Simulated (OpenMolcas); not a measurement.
Mg: thermal populations, worked from levels

```yaml
Program: OpenMolcas 26.06
Basis: ANO-RCC-VQZP [6s5p3d2f1g]
Scalar_Hamiltonian: DKH2, point nucleus
Active_space: 2 electrons in 8 orbitals (3s 3p 4s 4p)
State_averaging: 2S+1 = 3 even, 3 roots; 2S+1 = 1 even, 1 root; 2S+1 = 3 odd, 3 roots; 2S+1 = 1 odd, 3 roots
Spin-orbit_coupling: state interaction with AMFI integrals over the reference wave functions, term energies averaged over their components
```

Methods: CASSCF; SS-CASPT2, IPEA 0.25 Eh, imaginary shift 0.1 Eh (closed shells correlated: 2s 2p). Measured levels: NIST Handbook of Basic Atomic Spectroscopic Data.

**Thermal populations.** Z = Σ (2J + 1) exp(-E/kT) with k = 0.695035 cm-1/K, over the levels below. No other level of either list lies under 41100 cm-1, which is above 7 kT at each temperature.

```tsv
Level	2J + 1	SS-CASPT2	measured
3s² ¹S₀	1	0.0	0.0
3s 3p ³P°₀	1	21795	21850
3s 3p ³P°₁	3	21810	21870
3s 3p ³P°₂	5	21841	21911
3s 3p ¹P°₁	3	36788	35051
```

| T (K) | Z, SS-CASPT2 | Z, measured levels | Ground level (%), SS-CASPT2 | Ground level (%), measured levels |
| --- | --- | --- | --- | --- |
| 8000 | 1.182 | 1.181 | 84.6 | 84.7 |

At 8000 K, kT = 5560 cm-1, and the computed levels give Z = 1.000 + 0.020 + 0.059 + 0.098 + 0.004 = 1.182.

Active for correlation alone: 4p 4s; no level in the range computed is led by a configuration that fills them, so any true level of that kind is missing. Without dynamic correlation excited terms often stand tens of per cent too high (terms of higher spin than the ground term too low), and those without a measured partner can miss by more than the paired ones (holds for CASSCF). Computed and measured levels are paired by configuration, term and J; levels that our copy of the source lacks, or whose pairing is in doubt (as where it misses far off the trend of its configuration), stay unpaired and out of the deviations. Only configurations of the active space appear.

° marks odd parity.
